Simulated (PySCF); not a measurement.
## Vertical excitation energies

Compound: Ga(H2O)Cl3.
SMILES: `[OH2]->[Ga]([Cl])([Cl])[Cl]`

Theory: TDDFT CAM-B3LYP/def2-SVPD, vertical, gas phase, core orbitals frozen in the response in PySCF. Geometry: PBE0-D3(BJ)/def2-SVP; no solvent, vibrations or thermal averaging. Relativistic effects, spin–orbit coupling among them, are left out although an element past zinc is present.

Q: What does the calculation give for the low-lying excited states?

A: 

```csv
state,E (eV),λ (nm),f,"main configurations (H = HOMO, L = LUMO)"
S1,6.55,189.3,0.0006,"H→L (72%), H→L+1 (22%)"
S2,6.79,182.6,0.022,"H-1→L (68%), H-1→L+1 (15%), H-3→L (9%)"
S3,6.86,180.7,0.020,"H-2→L (62%), H-2→L+1 (18%), H-4→L (9%)"
S4,7.00,177.0,0.078,"H-3→L (56%), H-3→L+1 (23%), H-1→L (8%)"
S5,7.03,176.3,0.089,"H-4→L (57%), H-4→L+1 (18%), H-2→L (11%)"
S6,7.32,169.4,0.129,"H-5→L (70%), H-5→L+1 (22%)"
S7,7.48,165.8,0.0010,"H→L+1 (69%), H→L (21%)"
S8,7.78,159.4,0.0084,"H-1→L+1 (69%), H-1→L (17%)"
S9,7.87,157.5,0.0033,"H-3→L+1 (65%), H-3→L (23%)"
S10,7.89,157.2,0.0018,"H-4→L+1 (44%), H-2→L+1 (26%), H-4→L (11%)"
S11,7.96,155.8,0.0058,"H-2→L+1 (40%), H-4→L+1 (22%), H-4→L (12%)"
S12,8.23,150.7,0.051,"H-5→L+1 (62%), H-5→L (22%)"
S13,8.48,146.2,0.106,"H-6→L (64%), H→L+2 (8%)"
S14,8.58,144.5,0.0018,"H→L+3 (68%), H→L+5 (16%)"
S15,8.68,142.8,0.108,"H-7→L (54%), H-7→L+1 (11%)"
```

Triplets (Tamm–Dancoff): T1 6.22 eV, H→L (61%), H→L+1 (30%); T2 6.42 eV, H-1→L (58%), H-1→L+1 (31%); T3 6.48 eV, H-2→L (56%), H-2→L+1 (34%); T4 6.58 eV, H-3→L (61%), H-3→L+1 (26%).

The lowest singlet lies at 6.55 eV (189 nm, vacuum ultraviolet) and is very weak; its leading configuration is HOMO→LUMO (72%). The most intense listed level is S6 at 7.32 eV (169 nm, f = 0.129), 0.77 eV above S1. Löwdin shares by element: HOMO chlorine 100%; LUMO gallium 34%, oxygen 20%, hydrogen 20% (atoms not listed hold the other 26%). Weighted by f, the mean energy of these states is 7.73 eV. Orbital energies (eV): HOMO-3 -10.69, HOMO-2 -10.59, HOMO-1 -10.52, HOMO -10.27, LUMO -0.72, LUMO+1 0.25, LUMO+2 1.38. The oscillator strengths of these states sum to 0.628; summed over the whole spectrum of an exact calculation they would give the number of electrons, 92 (Thomas–Reiche–Kuhn). Only the lowest 15 singlets were computed, as vertical energies without vibronic structure.
